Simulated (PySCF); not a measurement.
Species: C9H7N.
Bonds: C1–C2 (aromatic), C2–C3 (aromatic), C3–C4 (aromatic), C4–C5 (aromatic), C5–C6 (aromatic), C6–C7 (aromatic), C7–C8 (aromatic), C8–N9 (aromatic), N9–C10 (aromatic), C1–C10 (aromatic), C4–C8. Hydrogens: H11 on C1; H12 on C2; H13 on C3; H14 on C5; H15 on C6; H16 on C7; H17 on C10.

Method: PySCF 2.14.0, PBE0-D3(BJ)/def2-SVP geometry optimisation, gas phase; density fitting, grid level 2; the optimiser is geomeTRIC in internal coordinates, started from a GFN2-xTB structure.

Step 0: E = -10915.0548 eV
```
atom  x, y, z in Å  |  force x, y, z in eV/Å
C1      2.3829   -0.3045   -0.2011   -0.188   0.019   0.015
C2      1.9451    0.9565    0.1664    0.010  -0.006  -0.001
C3      0.6332    1.3861    0.3488    0.018  -0.094  -0.029
C4     -0.5139    0.6371    0.1986   -0.075  -0.121  -0.028
C5     -1.8273    1.0657    0.3789    0.112   0.195   0.047
C6     -2.6895   -0.0008    0.1295    0.128  -0.080  -0.028
C7     -1.9602   -1.1351   -0.2153   -0.101  -0.025  -0.001
C8     -0.6017   -0.8187   -0.1949   -0.060   0.265   0.075
N9      0.3459   -1.6799   -0.4762   -0.212  -0.374  -0.092
C10     1.6396   -1.4560   -0.4791    0.205  -0.074  -0.031
H11     3.4561   -0.4265   -0.2883    0.391  -0.070  -0.037
H12     2.7163    1.6988    0.3321    0.282   0.269   0.060
H13     0.4964    2.4221    0.6404   -0.049   0.357   0.099
H14    -2.1218    2.0599    0.6637   -0.127   0.527   0.152
H15    -3.7628    0.0461    0.1942   -0.561   0.035   0.036
H16    -2.3596   -2.1005   -0.4592   -0.139  -0.566  -0.148
H17     2.2142   -2.3382   -0.7485    0.368  -0.255  -0.088
```

**Question.** Estimate the geometry and energy of step 1. (The exact step hangs on the optimiser's Hessian estimate; all steps are aligned on step 0, rigid shifts and turns removed.)

**Answer.** E = -10915.1011 eV, largest force 0.124 eV/Å
```
atom  x, y, z in Å  |  force x, y, z in eV/Å
C1      2.3872   -0.3087   -0.2014    0.085  -0.017  -0.009
C2      1.9526    0.9601    0.1670    0.023   0.031   0.007
C3      0.6348    1.3899    0.3484   -0.012   0.060   0.018
C4     -0.5208    0.6400    0.1997    0.026   0.003  -0.002
C5     -1.8357    1.0787    0.3835   -0.009   0.043   0.012
C6     -2.7019    0.0004    0.1309   -0.122   0.018   0.011
C7     -1.9740   -1.1427   -0.2169    0.003  -0.068  -0.018
C8     -0.6074   -0.8207   -0.1955   -0.005  -0.015  -0.004
N9      0.3436   -1.6912   -0.4802    0.020  -0.013  -0.004
C10     1.6481   -1.4688   -0.4832   -0.012  -0.008  -0.001
H11     3.4724   -0.4347   -0.2888   -0.039   0.003   0.003
H12     2.7332    1.7088    0.3340   -0.018  -0.017  -0.004
H13     0.4962    2.4371    0.6416    0.005  -0.031  -0.009
H14    -2.1299    2.0881    0.6737    0.013  -0.029  -0.008
H15    -3.7916    0.0514    0.1978    0.049  -0.003  -0.003
H16    -2.3634   -2.1285   -0.4674    0.014   0.034   0.008
H17     2.2497   -2.3472   -0.7532   -0.019   0.007   0.003
```

The energy changes by -0.0463 eV. The first-order estimate −F·Δx gives -0.0957 eV and the mean of the old and new forces, exact on a quadratic surface, -0.0467 eV. The step makes an angle of 34° with the force vector and moves no atom by more than 0.037 Å.

What follows is the cost of the whole optimisation. Hardware: one thread, AMD EPYC 9R45 (x86_64), no GPU, shared host. Cost: 53 s, 0.81 GiB resident at most.
